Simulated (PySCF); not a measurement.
## EPR parameters of C5H9OSi

Species: C₅H₉OSi (doublet state).
SMILES with atom numbers: `[CH3:1][C@@H:2]1[CH:3]=[C:4][CH2:5][SiH2:6][O:7]1` (hydrogens: H8, H9, H10 on C1; H11 on C2; H12 on C3; H13, H14 on C5; H15, H16 on Si6)

Cartesian coordinates in Å at the GFN2-xTB level; atoms count from 1:
```
atom  x, y, z in Å
C1    -1.9831    0.2712    0.5738
C2    -1.0554   -0.2385   -0.5273
C3    -0.2563   -1.4423   -0.0168
C4     1.0133   -1.4045    0.2425
C5     2.0652   -0.4188    0.1552
Si6    1.2217    1.2328   -0.4162
O7    -0.2254    0.7901   -0.9855
H8    -1.3927    0.5554    1.4422
H9    -2.5318    1.1420    0.2212
H10   -2.6885   -0.5040    0.8609
H11   -1.6500   -0.5592   -1.3945
H12   -0.8591   -2.3282    0.1227
H13    2.5613   -0.2972    1.1190
H14    2.8213   -0.7392   -0.5636
H15    1.8294    1.8311   -1.5933
H16    1.1225    2.1183    0.7483
```

The hyperfine couplings belong to this conformer and change with its torsions.

The calculation used UKS B3LYP, pcH-1 on C H O Si, non-relativistic, mean-field spin-orbit, GIAO (PySCF). Isolated species at its GFN2-xTB geometry (one conformer only). Couplings are sensitive to structure, and on GFN2-xTB geometries they can be far from those on DFT ones. The SCF solution wasn't tested for stability.

| Quantity | Value |
| --- | --- |
| g1, g2, g3 | 2.00177, 2.00216, 2.00376 |
| g_iso | 2.00256 |
| Form of g | rhombic: the two nearest values differ by 19 % of g3 − g1 |
| ⟨S²⟩ | 0.7580 (exact 0.7500) |
| HOMO–LUMO gap, α and β orbitals | 5.86, 5.03 eV |
| Total energy | -560.63991 Eh |

Hyperfine couplings atom by atom, in MHz; T1 to T3 are the principal values of the dipolar part:

```
atom  isotope  a_iso  of which spin–orbit     T1     T2     T3  Mulliken spin population
  C1      13C   -5.9                  0.0   -0.5   -0.4    0.8                      0.00
  C2      13C   58.0                  0.0   -8.8   -8.4   17.2                      0.07
  C3      13C   -4.1                  0.0  -17.8    0.8   17.0                     -0.14
  C4      13C  303.9                 -0.1  -74.3  -55.6  129.9                      0.92
  C5      13C   -1.4                  0.0   -7.7   -6.2   13.8                     -0.02
 Si6     29Si  -69.8                  0.1  -23.3   11.5   11.8                      0.07
  O7      17O   -3.9                  0.0   -3.3    1.5    1.8                      0.01
  H8       1H    1.2                  0.0   -1.6   -1.3    2.9                      0.00
  H9       1H    5.0                  0.0   -1.0   -0.7    1.7                      0.00
 H10       1H   -0.1                  0.0   -1.2   -0.9    2.1                      0.00
 H11       1H   -2.3                  0.0   -4.1   -1.5    5.6                      0.00
 H12       1H   94.2                  0.0   -6.0   -5.0   11.0                      0.04
 H13       1H   39.0                  0.0   -6.7   -4.9   11.6                      0.01
 H14       1H   28.3                  0.0   -6.7   -4.6   11.2                      0.01
 H15       1H   18.2                  0.0   -2.0   -1.1    3.1                      0.01
 H16       1H   11.9                  0.0   -1.9   -1.4    3.2                      0.01
```

The Mulliken spin populations are largest on C4 (+0.92), C3 (-0.14), Si6 (+0.07) and C2 (+0.07). No atom but C4 exceeds +0.15. The positive populations add up to 1.15 and the negative ones to -0.15, together 2S = 1.

Axes: g2 points within 11° of the C2–C3 bond.

Under fast tumbling the dipolar parts average out, and these isotropic splittings remain (the largest six): 1 × 1H (H12, I = 1/2, 2 lines) with 3.36 mT, 1 × 1H (H13, I = 1/2, 2 lines) with 1.39 mT, 1 × 1H (H14, I = 1/2, 2 lines) with 1.01 mT, 1 × 1H (H15, I = 1/2, 2 lines) with 0.65 mT, 1 × 1H (H16, I = 1/2, 2 lines) with 0.42 mT and 1 × 1H (H11, I = 1/2, 2 lines) with 0.08 mT.

Nuclei that the bonding pattern makes equivalent are averaged, as if the motion that swaps them (rotation, inversion, ring flip) were fast. The three 1H nuclei of mean +2.1 MHz run from -0.1 to 5.0 MHz in the frozen geometry.

The 13C coupling of C4 (303.9 MHz) shows only in satellite lines or after enrichment, since that isotope makes up about 1.07 % of natural carbon.

The 29Si coupling of Si6 (-69.8 MHz) shows only in satellite lines or after enrichment, since that isotope makes up about 4.7 % of natural silicon.

Time: 78 s wall (grids of density and orbitals included); peak memory 1.1 GiB. Hardware: one thread of an Arm Neoverse V2, no GPU, shared host with 96 logical CPUs at a one-minute load of 42.
